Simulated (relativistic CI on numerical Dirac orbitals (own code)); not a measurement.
# Slater and spin-orbit integrals, Ce XXXIV

Method of calculation: Dirac-Coulomb-Breit CI, separate exchange-only KLI orbitals for each configuration, a model potential for QED, unscaled Slater integrals (own radial code, finite nucleus).

Slater integrals F^k, G^k are unscaled and averaged over j, outside the closed core [Ne]; ζ comes from projecting the Hamiltonian with its Breit term on Σ l·s of the shell.

- 3s2 3p6 3d7: F^2(3d,3d) = 427590, F^4(3d,3d) = 275400, ζ(3d) = 66542 cm⁻¹; <r>(3d) = 0.2374, <r^2>(3d) = 0.06565 (bohr units).
- 3s2 3p5 3d8: ζ(3p) = 515490, F^2(3d,3d) = 426720, F^4(3d,3d) = 274810, F^2(3p,3d) = 376220, G^1(3p,3d) = 410030, G^3(3p,3d) = 270880, ζ(3d) = 65805 cm⁻¹; <r>(3p) = 0.2636, <r^2>(3p) = 0.08036, <r>(3d) = 0.2378, <r^2>(3d) = 0.06589 (bohr units).
- 3s2 3p4 3d9: F^2(3p,3p) = 374960, ζ(3p) = 515080, F^2(3p,3d) = 375790, G^1(3p,3d) = 409980, G^3(3p,3d) = 270720, ζ(3d) = 65075 cm⁻¹; <r>(3p) = 0.2639, <r^2>(3p) = 0.08054, <r>(3d) = 0.2383, <r^2>(3d) = 0.06614 (bohr units).

Give the Racah parameters of the d shell in 3s2 3p6 3d7.

B = F²/49 − 5F⁴/441 = 5604 cm⁻¹ and C = 35F⁴/441 = 21857 cm⁻¹.

Averages of the first 10 configurations, taken without configuration mixing, which lowers the lowest level and can move excited configurations by several eV; other configurations of the list can lie among them:

```
 Configuration  Parity  States  Average energy above the lowest level (eV)
   3s2 3p6 3d7    even     120                                        34.5
   3s2 3p5 3d8     odd     270                                       333.9
   3s2 3p4 3d9    even     150                                       639.3
    3s 3p6 3d8    even      90                                       556.9
       3p6 3d9    even      10                                      1087.3
    3s 3p5 3d9     odd     120                                       855.1
3s2 3p6 3d6 4s    even     420                                       910.5
3s2 3p6 3d6 4p     odd    1260                                       992.4
3s2 3p6 3d6 4d    even    2100                                      1101.8
3s2 3p4 3d8 4s    even    1350                                      1501.8
```
